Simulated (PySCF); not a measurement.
Coordinates in bohr (charge 0 multiplicity 1):
```
B     0.0000    0.0000    0.0000
Br    3.5848    0.0000    0.0000
Br   -1.7924    3.1045    0.0000
Br   -1.7924   -3.1045    0.0000
```

Method: PBE0 in PySCF with B def2-TZVP, Br def2-TZVP; no relativity; density-fitted integrals.

This geometry of BBr3 is a stationary point at this level.

Task: What is the point group?

Result: D3h.

Task: Is it a minimum?

Result: Yes: all harmonic wavenumbers are real.

Task: List the harmonic modes with their infrared intensities.

Result: 
```csv
symmetry,ω (cm⁻¹),"IR (km/mol, summed over degenerate members)"
e',152,0.2
a1',285,0.0
a2'',387,0.3
e',831,572
```

Task: What are the dipole moment and the gap between the highest occupied and lowest empty levels?

Result: 0.00 D and 6.21 eV.

In D3h the vibrations span 2e' + a1' + a2''. The a1' mode carries no infrared intensity, as symmetry demands.
